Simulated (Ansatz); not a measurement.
Program: Ansatz 0.2.0.

`O[SiH](O)N[SiH2]Cl` at its PBE0-D4/def2-TZVP geometry, where that method's forces vanish. Charge 0, multiplicity 1.

```
atom   x (Å)   y (Å)   z (Å)
  O1   0.144  -0.533  -1.743
 Si2  -0.884  -0.852  -0.509
  O3  -2.349  -0.275  -0.928
  N4  -0.196  -0.117   0.897
 Si5   1.111   0.981   0.944
 Cl6   2.871   0.096   0.288
  H7   1.081  -0.692  -1.605
  H8  -1.115  -2.285  -0.240
  H9  -2.404   0.619  -1.268
 H10  -0.500  -0.477   1.791
 H11   0.904   2.124   0.032
 H12   1.337   1.410   2.341
```

Problem. For each bond, give half the difference of the two atoms' forces along it (eV/Å; positive pushes the atoms apart) under PBE-D4, r2SCAN-D4, B3LYP-D4, ωB97M-V in def2-TZVPP. (Estimate.)

Solution. The calculation gave: 
| bond | length (Å) | PBE-D4 | r2SCAN-D4 | B3LYP-D4 | ωB97M-V |
| --- | --- | --- | --- | --- | --- |
| O1–Si2 | 1.637 | 0.24 | 0.04 | 0.14 | 0.14 |
| O1–H7 | 0.961 | 0.33 | 0.01 | -0.04 | -0.07 |
| Si2–O3 | 1.629 | 0.25 | 0.04 | 0.10 | 0.11 |
| Si2–N4 | 1.729 | -0.02 | 0.00 | 0.05 | 0.03 |
| Si2–H8 | 1.476 | -0.04 | -0.05 | -0.19 | -0.23 |
| O3–H9 | 0.959 | 0.33 | 0.02 | -0.02 | -0.06 |
| N4–Si5 | 1.707 | 0.10 | 0.02 | 0.09 | 0.08 |
| N4–H10 | 1.010 | 0.15 | 0.01 | -0.04 | -0.03 |
| Si5–Cl6 | 2.077 | 0.15 | 0.06 | 0.22 | 0.09 |
| Si5–H11 | 1.477 | 0.03 | -0.03 | -0.12 | -0.16 |
| Si5–H12 | 1.479 | 0.04 | -0.03 | -0.16 | -0.16 |

B3LYP here is the variant with VWN-RPA as its local correlation; programs differ in this.
